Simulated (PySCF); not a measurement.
Shapes and spin states of IrSI

Computed with PBE0 in PySCF with Ir def2-SVP with ECP60, S def2-SVP, I def2-SVP with ECP28; scalar-relativistic core potentials, no spin–orbit coupling; density-fitted integrals.

Relaxations began from a few typed shapes and spin states; open shells are unrestricted. The search is not exhaustive: other isomers or separated fragments can lie lower, and high-lying points may rest on an excited occupation.

```json
{"spin": "triplet", "group": "Cs", "bonds": "Ir–I 2.503 Å, Ir–S 2.055 Å", "angles": "I–Ir–S 112.5°", "imaginary modes (cm⁻¹)": "none", "ΔE (kJ/mol)": "0.0", "ΔE with ZPE (kJ/mol)": "0.0"}
{"spin": "broken-symmetry Ms = 0 (⟨S²⟩ 0.72)", "group": "Cs", "bonds": "Ir–I 2.510 Å, Ir–S 2.043 Å", "angles": "I–Ir–S 144.2°", "imaginary modes (cm⁻¹)": "none", "ΔE (kJ/mol)": "6.9", "ΔE with ZPE (kJ/mol)": "6.5"}
{"spin": "singlet (closed shell, unstable to spin polarisation)", "group": "Cs", "bonds": "Ir–I 2.500 Å, Ir–S 2.021 Å", "angles": "I–Ir–S 146.8°", "imaginary modes (cm⁻¹)": "none", "ΔE (kJ/mol)": "13.3", "ΔE with ZPE (kJ/mol)": "13.2"}
{"spin": "triplet", "group": "C∞v", "bonds": "Ir–I 2.556 Å, Ir–S 2.086 Å", "angles": "I–Ir–S 180.0°", "imaginary modes (cm⁻¹)": "30i", "ΔE (kJ/mol)": "14.4", "ΔE with ZPE (kJ/mol)": "–"}
{"spin": "quintet", "group": "Cs", "bonds": "Ir–I 2.584 Å, Ir–S 2.134 Å", "angles": "I–Ir–S 142.0°", "imaginary modes (cm⁻¹)": "none", "ΔE (kJ/mol)": "16.7", "ΔE with ZPE (kJ/mol)": "15.8"}
{"spin": "singlet (closed shell, unstable to spin polarisation)", "group": "C∞v", "bonds": "Ir–I 2.514 Å, Ir–S 2.023 Å", "angles": "I–Ir–S 180.0°", "imaginary modes (cm⁻¹)": "39i, 39i", "ΔE (kJ/mol)": "16.9", "ΔE with ZPE (kJ/mol)": "–"}
{"spin": "quintet", "group": "C∞v", "bonds": "Ir–I 2.621 Å, Ir–S 2.150 Å", "angles": "I–Ir–S 180.0°", "imaginary modes (cm⁻¹)": "41i, 41i", "ΔE (kJ/mol)": "21.2", "ΔE with ZPE (kJ/mol)": "–"}
```

The lowest minimum found is the triplet Cs: Ir–I 2.503 Å, Ir–S 2.055 Å; I–Ir–S 112.5°.

Formally Ir is in oxidation state +3, d6, with 2 unpaired electrons (the high-spin count would be 4). The Mulliken spin on Ir is 1.15. The polar-tensor charge on Ir, 0.55, is far below the formal one.

For the lowest minimum: with open d or f shells other occupations or spin states may lie lower. With an element this heavy the missing spin–orbit coupling can shift these numbers.

The electron or spin density has lower symmetry than the nuclear frame for the triplet C∞v at 14.4 kJ/mol.
